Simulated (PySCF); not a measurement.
# Dipole moment and polarisability of SnEt3Br

SnEt3Br, C6H15BrSn.
Structure used (PBE0-D3(BJ)/def2-SVP), in Å, numbered top down from 1:
```
atom  x, y, z in Å
Sn1   -0.004    0.001   -0.015
C2    -0.396   -0.196    2.100
C3    -0.013   -1.557    2.662
H4    -1.469    0.008    2.240
H5     0.149    0.620    2.605
H6    -0.258   -1.634    3.734
H7    -0.543   -2.370    2.141
H8     1.066   -1.755    2.561
C9     2.061   -0.291   -0.574
C10    2.246   -0.510   -2.068
H11    2.408   -1.164    0.002
H12    2.635    0.578   -0.211
H13    3.302   -0.704   -2.320
H14    1.657   -1.371   -2.421
H15    1.927    0.366   -2.656
C16   -1.029    1.661   -0.944
C17   -2.543    1.533   -0.850
H18   -0.694    1.692   -1.993
H19   -0.669    2.586   -0.465
H20   -3.051    2.370   -1.357
H21   -2.896    0.600   -1.315
H22   -2.891    1.527    0.195
Br23  -1.136   -2.001   -1.074
```

Level: CAM-B3LYP/def2-SVPD (PySCF), static field, nuclei fixed, core orbitals frozen in the response. The polarisability tensor in these axes (au):

```
x   137.73  -4.15  -1.53
y    -4.15 132.53  -2.52
z    -1.53  -2.52 138.14
```

What are the eigenvalues, a third of the trace, and Δα (Δα² = ½Σ(αi − αj)² over the three pairs)?

Principal values 129.26, 139.10 and 140.04 au; mean 136.13 au = 20.17 Å³ = 22.45 × 10⁻⁴⁰ C²·m²/J; Δα = 10.35 au (8 % of the mean).

What is the dipole moment, and where does it point?

(1.60, 2.82, 1.49) D, 3.57 D in size, pointing from the negative to the positive side. Measured along this direction, the outermost atoms are Br23 at the negative end and H5, H12 and H19 at the positive end.

Orientational against electronic polarisability at 273 K (dilute gas, rigid molecules)?

In Gaussian units μ²/3kT = 112.64 Å³ against 20.17 Å³, a ratio of 5.58; the Debye molar polarisation (4π/3)N_A(α + μ²/3kT) is 335.0 cm³/mol, leaving out the vibrational part.

Form Σ f/ω² (atomic units) for the 10 lowest TDDFT singlets, given as eV and f, and set it beside the mean polarisability, which is this sum over all singlets: 6.07, 0.0261; 6.08, 0.0231; 6.58, 0.0961; 6.60, 0.1049; 6.94, 0.0257; 6.96, 0.0295; 7.38, 0.0130; 7.51, 0.0081; 7.55, 0.0276; 7.57, 0.0325.

They add up to 6.32 au, 4.6 % of the 136.13 au; the largest single term is 1.78 au, from the state at 6.60 eV. Terms in order: 0.52, 0.46, 1.64, 1.78, 0.39, 0.45, 0.18, 0.11, 0.36, 0.42 au. Higher excitations give the rest. The strengths listed sum to 0.387.

Directions of the eigenvectors, and the extent of the frame along each?

Largest value along (0.89, -0.45, -0.11), where the nuclei span 7.12 Å; middle along (-0.05, -0.33, 0.94), 6.79 Å; least along (0.46, 0.83, 0.31), 4.21 Å. The response follows the extents in order.

Find the Langevin capture rate constant for H3O+ (19.018 u) meeting this molecule (285.938 u), k = 2.342 × 10⁻⁹ cm³/s × √(α in Å³ / reduced mass in u).

The reduced mass is 17.83 u, so k = 2.49 × 10⁻⁹ cm³/s. The formula leaves out the permanent dipole, which adds to the capture rate.

One conformer (not necessarily the lowest) at the PBE0-D3(BJ)/def2-SVP geometry, without solvent, vibrations or thermal averaging. Atoms past krypton carry effective core potentials; spin–orbit coupling is left out. The calculation is non-relativistic apart from the core potentials, for bromine too.
